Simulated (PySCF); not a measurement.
# Peak assignment

Atoms are numbered as in `[CH3:1][SiH2:2][n:3]1[n:4][cH:5][c:6]([F:7])[c:8]1[CH3:9]`; H(Xn) means a hydrogen on atom n.

Method: shielding tensors at PBE0/pcSseg-1 (GIAO), GFN2-xTB structure, in PySCF 2.14 (a single conformation, non-relativistic Hamiltonian, gas phase, fast rotation and ring inversion assumed for equivalent nuclei).

Chemical shifts δ = σref − σ; ¹³C, ¹H against TMS, all at this level.

(1) Assign these signals to the numbered atoms. ¹³C{¹H} NMR (computed): δ 159.8 (C), 135.0 (CH), 134.0 (C), 9.4 (CH3), -6.2 (CH3).

(2) Assign these signals to the numbered atoms. ¹H NMR (500 MHz, computed): δ 7.60 (m, 1H), 5.21 (q, 2H), 2.47 (s, 3H), 0.82 (t, 3H).

Answers

(1) 
| δ (ppm) | atoms | environment | reason |
| --- | --- | --- | --- |
| 159.8 | C6 | aromatic carbon bearing fluorine | an ipso carbon deshielded by its heteroatom |
| 135.0 | C5 | aromatic CH next to a ring nitrogen | – |
| 134.0 | C8 | substituted aromatic carbon next to a ring nitrogen | – |
| 9.4 | C9 | methyl carbon on an aromatic ring | aliphatic region, no heteroatom directly attached |
| -6.2 | C1 | methyl carbon bonded to Si | an electropositive neighbour leaves it electron-rich and shielded |

C5 and C8 lie closer than the usual error of such a calculation, so a measured spectrum could show them in the other order.

(2) 
| δ (ppm) | atoms | environment | reason |
| --- | --- | --- | --- |
| 7.60 | H(C5) | hydrogen on an aromatic CH next to a ring nitrogen | it sits in the deshielding region of the aromatic ring current |
| 5.21 | H(Si2) | hydrogen on a silicon bonded to C, N | – |
| 2.47 | H(C9) | hydrogen on a methyl carbon on an aromatic ring | benzylic-type position, deshielded by the ring |
| 0.82 | H(C1) | hydrogen on a methyl carbon bonded to Si | an electropositive neighbour shields it, as in TMS itself |

Splittings by ¹⁹F in the carbon and heteronuclear signals aren't shown, as no couplings were computed. Shifts are as computed. Against solution values, carbons near 30 ppm lie about +3 ppm off and those near 130 ppm about +5 ppm. Of 1309 compounds with measured shifts, 239 miss one by over three times the rms of a fit or turn the order of signals round; such compounds aren't used in these exercises. No couplings were computed; multiplicities are counted from neighbouring protons, with m where these are inequivalent, close in shift, in a saturated or five-membered ring or joined by F or P, and br s for small geminal =CH2 splittings.
